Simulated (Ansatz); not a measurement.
Relaxed structures of CH₄AlBr, singlet (PBE0-D4/def2-TZVP; forces vanish, vibrations not checked; lower isomers may exist, and structures with a doubtful reference or unclear bonds are left out; Å). Computed with Ansatz 0.2.0 (basis: def2-TZVPP); correlated methods freeze the cores. Filled d shells of the heavier atoms are correlated. The def2 sets are not built for correlating such inner shells, so the correlated values are less sure here.

**Question.** Rank them by CCSD(T) energy, lowest first, and give each one's height above the lowest. Links in brackets join atoms within 1.22 times the sum of their covalent radii (1.1 for two metals). (To be estimated.)
A.
CH₄AlBr ([CH3][AlH][Br])
```
7
angstrom
Al 0.1536 -0.0995 -0.6273
C 0.5165 0.5626 1.1582
Br 0.4215 -2.3096 -1.0486
H -0.1378 1.3999 1.4163
H -0.3028 0.7883 -1.8508
H 0.4074 -0.2163 1.9158
H 1.5466 0.9320 1.2161
```
B.
CH₄AlBr ([AlH2][CH2][Br])
```
7
angstrom
Al -0.9103 0.3322 -0.8792
C 0.7641 -0.3426 -0.1020
Br 0.4605 -1.9284 0.9955
H -2.2952 -0.3579 -0.5614
H -0.7994 1.5977 -1.8333
H 1.4963 -0.6319 -0.8586
H 1.2551 0.3862 0.5463
```
C.
CH₄AlBr ([CH2]1[AlH2][Br]1)
```
7
angstrom
Al -0.7064 0.2429 -0.7506
C 0.5073 0.1477 0.7892
Br 0.9456 -1.6422 -0.0180
H -2.1896 -0.2691 -0.5511
H -0.1630 0.9147 -2.0754
H 0.1530 -0.0767 1.7919
H 1.4531 0.6827 0.8141
```

**Answer.** By the calculation: A (0.0 kJ/mol), C (213.9 kJ/mol), B (236.6 kJ/mol). Heights count from the lowest.

T1 diagnostic: at most 0.010.

For scale, one of the runs: CCSD(T)/def2-TZVPP, 177 basis functions, launched by `ansatz run in.yaml --threads 2 --pin off --events-out ev --progress --plain --max-ram 4352MiB`. Time: 49 s of wall clock on 2 CPU threads of an Arm Neoverse V2; the host was shared. Peak host memory: 1.6 GiB.
